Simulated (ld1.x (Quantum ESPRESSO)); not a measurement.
## Cutoff test, O, TM

```
Element                 : oxygen
Generator               : ld1.x (Quantum ESPRESSO) 7.5
Type                    : norm-conserving Troullier–Martins (Kleinman–Bylander form)
Functional              : PBEsol
Relativity              : scalar-relativistic
Frozen core             : [He]
Valence charge          : 6
Reference configuration : 2s2 2p3.5 (charge +0.5)
Partial waves           : 2s (bound): rc 0.65 bohr; 2p (bound): rc 1.30 bohr
Local potential         : the p channel
Core correction         : Bessel-smoothed model core, default radius (core density twice the valence density)
```

The pseudo-atom Hamiltonian at the reference potential is diagonalised in spherical Bessel functions j_l(qr) that vanish at 20 bohr, with q² up to the cutoff. All-electron valence levels (Ry): 2s -2.2951, 2p -1.1912.

Problem. How do the lowest levels (Ry) of each channel move with the cutoff, and are there ghosts?

Solution.

| cutoff (Ry) | s #1 | s #2 | p #1 | d #1 | f #1 | Σ f·Δε (mRy) |
| --- | --- | --- | --- | --- | --- | --- |
| 8 | -2.1288 | -0.1840 | -0.4057 | -0.0098 | 0.0430 | 3081.6 |
| 25 | -2.1770 | -0.1875 | -0.8778 | -0.0098 | 0.0430 | 1332.9 |
| 50 | -2.2698 | -0.1923 | -1.1587 | -0.0098 | 0.0430 | 164.0 |
| 100 | -2.2868 | -0.1931 | -1.1908 | -0.0098 | 0.0430 | 17.7 |
| 180 | -2.2936 | -0.1935 | -1.1912 | -0.0098 | 0.0430 | 2.8 |
| 400 | -2.2950 | -0.1935 | -1.1912 | -0.0098 | 0.0430 | 0.0 |

Result: no extra level below or beside the all-electron valence levels (s, p, d, f tested); 10 mRy is reached at 140 Ry and 1 mRy at 300 Ry.
